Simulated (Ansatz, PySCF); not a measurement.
The pair A = SiH4 (SMILES [SiH4]) (first 5 atoms), B = C2H3N (SMILES CC#N); geometry from B3LYP-D3(BJ)/def2-TZVP.
(charge 0, multiplicity 1):
```csv
atom,x (Å),y (Å),z (Å)
Si,0.1832,0.1384,0.1081
H,-0.2148,0.1674,-1.3192
H,-0.2366,-1.1559,0.6927
H,-0.5145,1.2348,0.8186
H,1.6453,0.3029,0.2248
C,-1.4135,-0.0992,3.8106
C,0.0315,-0.0189,3.6773
N,1.1731,0.0448,3.5592
H,-1.8514,0.8964,3.7399
H,-1.8242,-0.7203,3.0144
H,-1.6801,-0.5355,4.7733
```

Cores are frozen in the correlated methods. Rows in 6-31G* carry no dispersion term and start afresh at each structure (6-31G* with six Cartesian d functions). MP2/6-31G* freezes PySCF's default core.

Run with Ansatz (Gaussian orbitals); PySCF for 6-31G* rows. 

Total energies (hartree), monomers frozen at their geometry in the pair:

```csv
structure,HF/6-31G*,MP2/6-31G*,MP2/aug-cc-pV(D+d)Z
AB,-423.1515207,-423.6454080,-423.7561995
A in the pair's basis,-291.2252453,-291.3075721,-291.3725475
B in the pair's basis,-131.9274694,-132.3376146,-132.3813099
A,-291.2250337,-291.3070478,-291.3717605
B,-131.9266856,-132.3362794,-132.3805990
```

Task: Work out the interaction energy without and with the counterpoise correction, and the superposition error, for each level.

Result: 
E(AB) − E(A) − E(B), times 627.509 kcal/mol, with the monomers in their own basis and then in the pair's basis:
- HF/6-31G*: 0.12 uncorrected, 0.75 corrected; the monomers gain 0.62 kcal/mol from borrowed functions
- MP2/6-31G*: -1.31 uncorrected, -0.14 corrected; the monomers gain 1.17 kcal/mol from borrowed functions
- MP2/aug-cc-pV(D+d)Z: -2.41 uncorrected, -1.47 corrected; the monomers gain 0.94 kcal/mol from borrowed functions

Ansatz is an electronic-structure program.
